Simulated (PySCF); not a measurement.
Molecule: 2,5-Difluoropyridine, C5H3F2N.

Atoms are numbered as in `[F:1][c:2]1[cH:3][cH:4][c:5]([F:6])[n:7][cH:8]1` (H(Xn): hydrogen on atom n).

Spin–spin couplings on one PBE0-D3(BJ)/def2-SVP geometry, PySCF 2.14.0 with density-fitted response routines, gas phase, non-relativistic, equivalent pairs averaged (spin–dipole term only in couplings to heteroatoms); isotopes ¹⁹F, ¹³C, ¹H; functional B3LYP.

Question: How do the couplings (Hz) change with the basis set? Times are CPU seconds on shared hosts with different chips, so compare them loosely. Far from the basis limit: pcJ-0, 6-31G*, def2-TZVP, cc-pVTZ.

Answer: 
| basis set | functions | ¹J(F1,C2) | ¹J(C5,F6) | ¹J(C8,H(C8)) | ¹J(C4,H(C4)) | ¹J(C3,H(C3)) | ¹J(C4,C5) | ¹J(C2,C3) | core-s |
| --- | --- | --- | --- | --- | --- | --- | --- | --- | --- |
| pcJ-0 | 113 | -399.9 | -393.9 | 174.8 | 161.5 | 157.8 | 62.3 | 58.4 | 14 |
| 6-31G* | 118 | -191.4 | -186.6 | 187.4 | 168.2 | 166.3 | 97.2 | 93.4 | 16 |
| pcJ-1 | 246 | -322.1 | -302.7 | 193.3 | 176.7 | 172.7 | 80.7 | 74.8 | 72 |
| def2-TZVP | 266 | -351.7 | -329.9 | 183.6 | 167.5 | 163.3 | 81.8 | 75.4 | 55 |
| cc-pVTZ | 282 | -317.1 | -291.2 | 173.2 | 158.5 | 155.1 | 82.9 | 78.5 | 58 |

The Fermi-contact term samples the wavefunction at the nucleus, which is why sets with added tight s functions (names with J) are made for couplings.
